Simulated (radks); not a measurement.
La5+, configuration [Kr] 4d10 5s2 5p4 (the NIST ground configuration). All-electron calculation, Dirac Kohn-Sham, relativistic LDA (MacDonald-Vosko exchange, VWN5 correlation), spin-unpolarised, spherical densities, finite nucleus; open shells fill j = l - 1/2 first; Fermi nuclear charge, rms radius 4.855 fm. Program: a radial shooting solver on a logarithmic mesh with Libxc functionals.

Spin-orbit splittings of the eigenvalues, e(l+1/2) - e(l-1/2), with zeta = 2 splitting/(2l+1) and mean radii in bohr:

| shell | occ. | splitting (eV) | zeta (eV) | <r> j=l-1/2 | <r> j=l+1/2 |
|---|---|---|---|---|---|
| 2p | 6 | 408.9 | 272.6 | 0.09013 | 0.09620 |
| 3p | 6 | 79.74 | 53.16 | 0.2753 | 0.2873 |
| 3d | 10 | 17.15 | 6.862 | 0.2580 | 0.2618 |
| 4p | 6 | ? | ? | 0.6745 | 0.7015 |
| 4d | 10 | 3.007 | 1.203 | 0.7590 | 0.7685 |
| 5p | 4 | 3.084 | 2.056 | 1.623 | 1.681 |

Estimate the 4p splitting.

Answer. 17.17 eV (zeta = 11.44 eV).
